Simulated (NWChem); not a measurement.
# GeH$_{2}$O, singlet; SMILES [OH][GeH]

Program: NWChem. Medium grid unless said otherwise, to which SCAN and Minnesota functionals are sensitive. Low-valent species are run as closed-shell singlets; no triplet was tried in these runs. Coordinates come from a PBE-D3(BJ)/def2-SVP optimisation. Hybrids' shares of exact exchange are those that their runs print; pure functionals count as 0. The functionals differ in more than this share.

| row | share of exact exchange | highest occupied level (eV) |
|---|---|---|
| PBE/def2-TZVP | 0.00 | -5.90 |
| r2SCAN/def2-TZVP | 0.00 | -6.19 |
| B3LYP/def2-TZVP | 0.20 | -6.85 |
| M06/def2-TZVP | 0.27 | withheld |
| MPW1K/def2-TZVP | 0.43 | -7.83 |
| M05-2X/def2-TZVP | 0.56 | -8.23 |

Fit a straight line of the last column on the one before it, predict the withheld value, and compare with the run.


1. Means of the 5 shown rows: x = 0.238, y = -7.000. Slope Σ(x − x̄)(y − ȳ)/Σ(x − x̄)² = -1.016/0.2553 = -3.979; intercept -6.053.
2. The shown rows scatter about the line by 0.099 (root mean square); the largest residual is +0.15, at PBE/def2-TZVP.
3. At x = 0.27 (M06/def2-TZVP; inside the shown range) the line gives -7.13.
4. The run gives -6.94, +0.19 from the line, 1.9 times the scatter.
